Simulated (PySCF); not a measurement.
**Relaxation of singlet BeI₂**

Level of theory: PySCF, PBE, basis Be def2-TZVP, I def2-TZVP with ECP28 (scalar-relativistic core potentials, no spin–orbit coupling, density fitting). A (50,194) grid was used.

A hand-made bent start, of C2v symmetry, held to at least that symmetry:

```xyz
3
charge 0 multiplicity 1, angstrom
Be    0.0000    0.0000   -1.3017
I     1.9250    0.0000    0.0462
I    -1.9250    0.0000    0.0462
```

Question: What forces act on the atoms at the start (eV/Å)?

Answer: 
| atom | Fx | Fy | Fz |
| --- | --- | --- | --- |
| Be1 | 0.00 | 0.00 | 2.60 |
| I2 | -0.51 | 0.00 | -1.30 |
| I3 | 0.51 | 0.00 | -1.30 |

Question: What does it relax to?

Answer: It ends at D∞h with Be–I 2.171 Å (×2); I–Be–I 180.0° (after a last refinement on a finer grid). A frequency run shows a minimum. Other isomers or separated fragments may lie lower.

Question: How much energy is released, and in how many steps?

Answer: 115.0 kJ/mol in 8 steps.

The relaxation took 31 s on 4 threads of a shared AMD EPYC 7R43 64-Core (Zen 3) host, with 119 basis functions and 9 gradients; the process peaked at 0.53 GiB. Launch command: `OMP_NUM_THREADS=4 python axn.py task.json out`.
